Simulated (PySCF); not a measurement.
A structure optimised at PBE-D3(BJ)/def2-SVP, used in a PySCF frequency run:

```
O
Si 1 1.6331
F 2 1.6076 1 109.47
F 2 1.6077 3 108.24 1 -121.40
F 2 1.6111 3 108.62 4 -117.48
Si 1 1.6783 2 140.40 3 144.92
H 6 1.4914 1 106.87 2 163.93
H 6 1.4945 7 113.27 1 -120.57
Cl 6 2.0707 7 109.44 8 -121.23
```

Question: Write its SMILES and formula.

Answer: F[Si](F)(F)O[SiH2]Cl, ClF3H2OSi2

Question: What are its rotational constants (standard atomic weights)?

Answer: 2.6219, 0.81625, 0.74665 GHz
